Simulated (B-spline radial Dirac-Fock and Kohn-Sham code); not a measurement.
**Elastic and transport cross sections of cobalt for electrons**

Calculated with a radial B-spline solver, using relativistic (Dirac) partial waves in the static field of the Dirac-Fock atom with Furness-McCarthy exchange, without polarisation or absorption potentials. Below a few hundred eV the neglected polarisation potential matters, most of all at small angles. σ_tr1 and σ_tr2 weight the cross section with 1 − P₁ and 1 − P₂ of cos θ; "backward" is the share scattered beyond 90°.

| energy (eV) | σ (a₀²) | σ_tr1 (a₀²) | σ_tr2 (a₀²) | σ/σ_tr1 | backward (%) |
| --- | --- | --- | --- | --- | --- |
| 50 | 12.5 | 6.96 | 8.70 | 1.79 | 26 |
| 100 | 15.2 | 7.80 | 8.75 | 1.95 | 28 |
| 148 | 14.6 | 7.09 | 6.49 | 2.06 | 26 |
| 200 | 13.4 | 6.05 | 4.82 | 2.21 | 22 |
| 230 | 12.6 | 5.48 | 4.19 | 2.31 | 21 |
| 262 | ? | ? | ? | ? | ? |
| 300 | 11.2 | 4.39 | 3.31 | 2.55 | 17 |
| 336 | 10.6 | 3.95 | 3.03 | 2.69 | 16 |
| 380 | 9.96 | 3.49 | 2.77 | 2.85 | 15 |
| 477 | 8.85 | 2.73 | 2.37 | 3.24 | 13 |
| 484 | 8.78 | 2.69 | 2.35 | 3.27 | 13 |

Q: Fill in the row for 262 eV.

A: σ = 11.9 a₀², σ_tr1 = 4.94 a₀², σ_tr2 = 3.72 a₀², σ/σ_tr1 = 2.41, backward 19 %. The ratio σ/σ_tr1 is roughly the number of elastic collisions that randomise the direction.
